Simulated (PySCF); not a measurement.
NMR data simulated for an unnamed compound:

$^{1}$H NMR (600 MHz, computed): δ 2.48 (m, 2H), 1.62 (m, 3H), 1.22 (m, 3H), 1.13 (m, 9H), 0.57 (m, 1H).

$^{13}$C{$^{1}$H} NMR (computed): δ 33.5 (C), 26.8 (CH3), 25.2 (CH), 12.4 (CH3), 10.1 (CH3).

Theoretical values (PySCF): GIAO PBE0/pcSseg-1 shieldings, PBE0-D3(BJ)/def2-SVP structure. Non-relativistic Hamiltonian, one averaged value for each set of equivalent atoms, one conformer, no solvent model.

Shifts are taken against calculated references (same method and geometry level): $^{1}$H (31.27 ppm), $^{13}$C (184.41 ppm) against TMS.

Which of these does the molecule contain: a Si–H bond, an NH or NH2 group, a tert-butyl group, a (CH3)2CH unit?

Answers


- A Si–H bond: no.
- An NH or NH2 group: no.
- A tert-butyl group: yes (δC 26.8, 33.5; δH 1.13 (m)).
- A (CH3)2CH unit: no.

The data belong to `CC=[P@@](C)(P)C(C)(C)C`, C7H18P2; they needn't prove each group on their own.

Carbon signals by region: 5 below 50 ppm.

Splittings by $^{31}$P in the carbon and heteronuclear signals aren't shown, as no couplings were computed. Shifts are as computed. Against solution values, carbons near 30 ppm lie about +2 ppm off and those near 130 ppm about +5 ppm. Of 1313 compounds with measured shifts, 239 miss one by over three times the rms of a fit or turn the order of signals round; such compounds aren't used in these exercises. No couplings were computed; multiplicities are counted from neighbouring protons, with m where these are inequivalent, close in shift, in a saturated or five-membered ring or joined by F or P, and br s for small geminal =CH2 splittings.
